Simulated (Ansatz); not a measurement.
Geometry optimisation, UKS PBE-D4/def2-SVP (Ansatz).

The input (input.yaml):

```yaml
crystal:
  periodic: [false, false, false]
  atoms:
    - { symbol: "N", position_ang: [0.9848, -1.5097, 1.521] }
    - { symbol: C, position_ang: [0.5708, -0.7832, 0.6483] }
    - { symbol: Ge, position_ang: [-0.0506, 0.3417, -0.7723] }
    - { symbol: F, position_ang: [-1.6498, 0.0615, -1.0608] }
    - { symbol: H, position_ang: [0.1946, 1.8161, -0.3776] }
magnetization:
  spin_polarized: true
  initial_magnetization: 1
basis:
  gaussian: { orbitals: def2-SVP }
hamiltonian:
  xc: pbe
  dispersion: d4
relax:
  f_tol: 0.015
  max_steps: 40
output:
  orbitals: {}
```

Run as:

```bash
$ ansatz run input.yaml --threads 2 --pin off --max-ram 3072MiB --backend cpu --events-out ev --progress --plain --runs-dir out
```

Question: Where does it end, and by what steps?

Answer: It converged. After 8 steps the energy has fallen by 0.277 eV; Ge3 moved furthest, 0.08 Å.

| step | energy less start (eV) | largest force component (eV/Å) | accepted |
| --- | --- | --- | --- |
| 0 | 0.0000 | 3.904 | yes |
| 1 | -0.2267 | 1.648 | yes |
| 2 | -0.2742 | 0.255 | yes |
| 3 | -0.2760 | 0.056 | yes |
| 4 | -0.2765 | 0.041 | yes |
| 5 | -0.2767 | 0.029 | yes |
| 6 | -0.2770 | 0.020 | yes |
| 7 | -0.2771 | 0.017 | yes |
| 8 | -0.2771 | 0.001 | yes |

```xyz
5
Properties=species:S:1:pos:R:3
N 0.970 -1.519 1.498
C 0.558 -0.785 0.677
Ge 0.027 0.348 -0.805
F -1.689 0.036 -1.031
H 0.184 1.847 -0.382
```

Whether the end is a true minimum wasn't checked by a vibrational analysis.

The run took 12 s on 2 threads of AMD EPYC 9R14 (Zen 4), on a shared host, peak memory 0.18 GiB.
